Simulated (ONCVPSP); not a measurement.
Varying the ONCV potential for promethium

Base potential:

| Quantity | Value |
| --- | --- |
| Element | promethium (Pm) |
| Generator | ONCVPSP 4.0.1 |
| Type | optimised norm-conserving Vanderbilt (ONCV) |
| Functional | PBE |
| Relativity | fully relativistic |
| Frozen core | [Kr] 4d10 |
| Valence charge | 15 |
| Reference configuration | 4f5 5s2 5p6 6s2 |
| Partial waves | 5s+6s: rc 2.50 bohr, ncon 4, nbas 8, qcut 5.3 1/bohr, 2 projectors; 5p: rc 2.05 bohr, ncon 4, nbas 8, qcut 6.8 1/bohr, 1 projector; d scattering state at 0.32 Ha: rc 2.50 bohr, ncon 4, nbas 7, qcut 3.4 1/bohr, 3 projectors, debl 1.5 Ha; 4f: rc 1.15 bohr, ncon 4, nbas 9, qcut 13.6 1/bohr, 1 projector |
| Local potential | polynomial inside 0.90 bohr (lpopt 5, dvloc0 4 Ha) |
| Core correction | Teter function, fcfact 5.5, rcfact 1.1 |

Open shells are filled in proportion to 2j + 1.

In the d channel the program set the typed energies aside and used 0.050, 1.550, 3.050 Ha (j = l + 1/2; the other j can differ).

Cutoffs, loose and tight: the cutoffs (Ha) at which the residual kinetic energy of the hardest occupied pseudo-wave falls to 1 and 0.1 mHa per electron. They do not see the model core or the augmentation charge, which bear on the density cutoff. Test errors are all-electron minus pseudo excitation energies from the reference, over the configurations 4f5 5s2 5p6 6s1; 4f5 5s2 5p6 6s0; 4f4 5s2 5p6 6s0; 4f5 5s2 5p6 5d1 6s0. A dash means not determined; rows that change the core or the reference have their own tests.

A true bound ghost makes a file unfit for plane-wave use even where its test errors are small: the radial tests pick states by their node count and pass the ghost by.

| change | outcome | cutoff, loose | cutoff, tight | bound ghosts | GHOST(+) flags above zero | largest test error (meV) |
| --- | --- | --- | --- | --- | --- | --- |
| base | generated, projector energies reset by the program | 83 Ha | 211 Ha | s, p3/2, p1/2 | d3/2 | tests left out (the all-electron energies of this program are off by 10 to 40 meV for near-neutral 4f atoms) |
| f: rc 0.92 | generated, projector energies reset by the program | 363 Ha | 541 Ha | s, p3/2, p1/2 | d3/2 | tests left out (the all-electron energies of this program are off by 10 to 40 meV for near-neutral 4f atoms) |
| f: rc 1 | generated, projector energies reset by the program | 147 Ha | 399 Ha | s, p3/2, p1/2 | d3/2 | tests left out (the all-electron energies of this program are off by 10 to 40 meV for near-neutral 4f atoms) |
| f: rc 1.08 | generated, projector energies reset by the program | 89 Ha | 298 Ha | s, p3/2, p1/2 | d3/2 | tests left out (the all-electron energies of this program are off by 10 to 40 meV for near-neutral 4f atoms) |
| f: rc 1.22 | generated, projector energies reset by the program | 80 Ha | 108 Ha | s, p3/2, p1/2 | d3/2 | tests left out (the all-electron energies of this program are off by 10 to 40 meV for near-neutral 4f atoms) |
| f: rc 1.3 | generated, projector energies reset by the program | 76 Ha | 90 Ha | s, p3/2, p1/2 | d3/2 | tests left out (the all-electron energies of this program are off by 10 to 40 meV for near-neutral 4f atoms) |
| f: rc 1.4 | generated, projector energies reset by the program | 72 Ha | 83 Ha | s, p3/2, p1/2 | d3/2 | tests left out (the all-electron energies of this program are off by 10 to 40 meV for near-neutral 4f atoms) |
| f: rc 1.5 | failed: ERROR pspot: first pseudo wave function has node, program will stop | – | – | – | – | – |
| f: rc 1.56 | failed: ERROR pspot: first pseudo wave function has node, program will stop | – | – | – | – | – |
| f: rc 1.66 | failed: ERROR pspot: first pseudo wave function has node, program will stop | – | – | – | – | – |

What comes out with this change to the base: f: rc 0.8; local potential polynomial inside 0.80 bohr (lpopt 5, dvloc0 4 Ha)?

outcome: generated, projector energies reset by the program; cutoff, loose: 534 Ha; cutoff, tight: 880 Ha; bound ghosts: s, p3/2, p1/2; GHOST(+) flags above zero: d5/2, d3/2; largest test error (meV): tests left out (the all-electron energies of this program are off by 10 to 40 meV for near-neutral 4f atoms).

Reading the sweep of the f radius (base included, trends over the rows without a ghost): Bound ghosts are found at 0.8, 0.92, 1, 1.08, 1.15, 1.22, 1.3, 1.4 bohr. Every judged row has one, so this setting neither creates nor removes them. The generation fails at 1.5, 1.56, 1.66 bohr.
